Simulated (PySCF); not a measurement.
**P+ (phosphorus, charge +1) across methods**

[Ne] 3s2 3p2, high-spin 3P determinant. Calculation: PySCF 2.14, in def2-TZVPPD (6s5p4d1f, 48 functions); the non-relativistic Hamiltonian (point nucleus).

```csv
method,E (hartree),mean ε 3s α (eV),mean ε 3s β (eV),mean ε 3p α (eV),Σ⟨r²⟩ (bohr²),⟨S²⟩
UHF,-340.34593,-30.970,-25.418,-19.729,20.90,2.013
B97-3,-340.8394,-25.874,-23.200,-16.213,20.57,2.004
B3LYP,-340.8992,-25.386,-23.015,-15.941,20.68,2.004
r2SCAN,-340.8476,-24.545,-21.953,-15.417,20.65,2.008
PBE0,-340.7484,-25.866,-23.091,-16.334,20.65,2.005
PBE,-340.7180,-23.914,-21.867,-14.990,20.68,2.003
r2SCAN0,-340.8474,-26.277,-23.117,-16.625,20.65,2.009
TPSSh,-340.8935,-25.014,-22.316,-15.711,20.61,2.005
LDA,-339.6010,-23.925,-22.047,-14.921,20.72,2.002
```
